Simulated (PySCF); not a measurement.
## Polarisability and C₆ of Hf (hafnium, neutral)

[Xe] 4f14 5d2 6s2, high-spin 3F determinant. All numbers are calculated (PySCF 2.14, the spin-free X2C one-electron Hamiltonian (Gaussian nucleus), in ANO-RCC-VTZP (8s7p5d3f2g1h, 104 functions)). Coupled (time-dependent) response in atomic units; α is the mean over directions. The basis has no added diffuse functions, which lowers α and C₆.

```csv
method,mean α (bohr³),C₆ (like pair),S(−4)
PBE,77.70,940.3,2669
```

S(−4) is the Cauchy moment in α(ω) = α(0) + S(−4) ω² + …

Reference α: 103 ± 6 bohr³ (recommended; Schwerdtfeger and Nagle, table of static dipole polarizabilities (2023 update)). Published C₆: 1040 (Gould and Bucko (2016)).

Spin-orbit coupling is absent.

α(iu) at PBE:

```
u (hartree)  α(iu) (bohr³)
          0          77.70
     0.0500          71.90
      0.100          60.01
      0.200          38.14
      0.300          25.23
      0.500          13.98
      0.750          8.801
       1.00          6.372
       1.50          3.975
       2.00          2.778
       3.00          1.622
       5.00         0.7881
```

A single London oscillator, α(iu) = α/(1 + u²/ω²), gives C₆ = (3/4) ω α². Matching the computed C₆ needs ω = 4 × 940.3 / (3 × 77.70²) = 0.208 hartree.

Spin-orbit coupling, absent here, splits the open shell strongly.
